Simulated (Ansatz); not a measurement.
Compare A (`[SiH3]CC1C[SiH2]1`) with its isomer B (`C[Si]1([SiH3])CC1`).

Isolated molecules relaxed with PBE0-D4/def2-TZVP in Ansatz; ΔE leaves out vibrations. CCSD(T)/CBS is the MP2 limit (def2-TZVPP, def2-QZVPP) plus CCSD(T) − MP2 in def2-TZVPP, frozen cores. Functionals use def2-TZVPP. One conformer a species, not always the lowest.

**Question.** Which is lower in electronic energy at CCSD(T)/CBS, and by how much? (An estimate is asked.)

**Answer.** Computed: B, by 14.0 kcal/mol.

**Question.** Give E(B) − E(A) in kcal/mol with MP2/def2-TZVPP, HF/def2-TZVPP, CCSD(T)/def2-TZVPP, PBE-D4, B2PLYP, BLYP-D4, LDA (SPW92). (An estimate is asked.)

**Answer.** The calculation gave: MP2/def2-TZVPP -13.1, HF/def2-TZVPP -12.7, CCSD(T)/def2-TZVPP -13.9, PBE-D4 -16.8, B2PLYP -14.3, BLYP-D4 -14.5, LDA (SPW92) -14.9. None reverses the order clearly.

**Question.** Does the order hold for the free energy at 298.15 K (harmonic terms from PBE0-D4)? (Best estimate.)

**Answer.** Computed: Yes: G(B) − G(A) = -12.7 kcal/mol, for one conformer each.

Largest T1 diagnostic: 0.011.

From BLYP to BHLYP (50 % exact exchange), in def2-TZVPP and without D4, E(B) − E(A) moves by +1.5 kcal/mol. At CCSD(T), def2-SVP lies +3.6 kcal/mol from the extrapolated value and def2-TZVPP +0.1 kcal/mol.
